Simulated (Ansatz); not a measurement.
Coupled-cluster diagnostics for Hg2O3⁻, Ansatz.

Geometry of the doublet (PBE0-D4/def2-SVPD):

```xyz
5

Hg    1.829    1.321    1.115
Hg   -0.566   -0.011   -0.984
O    -0.832   -1.337    0.669
O    -0.056   -1.107    1.683
O    -0.376    1.134   -2.483
```

In the def2 sets Hg takes a core potential; there is no spin–orbit coupling. Correlated methods freeze 3 core orbitals; core or outer-core shells of Hg are correlated, in sets that lack core-valence functions. The structure holds 1 bond(s) between oxygen atoms. Another isomer (doublet) lies 0.33 eV lower at PBE0-D4/def2-TZVPD; other spin states weren't run for this one.

Problem. Estimate the CCSD(T) correlation energy, the shares of MP2 and (T), T1 and the reference's ⟨S²⟩ for: charge -1, doublet, own geometry in def2-SVPD; and the rough time on 4 threads of Arm Neoverse V1 on a shared host.

Solution. 
| state | basis | correlation (eV) | MP2 share (%) | (T) share (%) | T1 | ⟨S²⟩ (pure) | wall time |
| --- | --- | --- | --- | --- | --- | --- | --- |
| charge -1, doublet, own geometry | def2-SVPD | -37.262 | 100.9 | 3.4 | 0.029 | 0.80 (0.75) | 6.4 min |
Customary marks for T1 are 0.02 (closed shells), 0.045 (open shells) and about 0.05 (3d metals). T1 exceeds 0.02 in 1 of 1 rows and 0.045 in 0; the higher it lies, the less the single-reference result can be trusted.
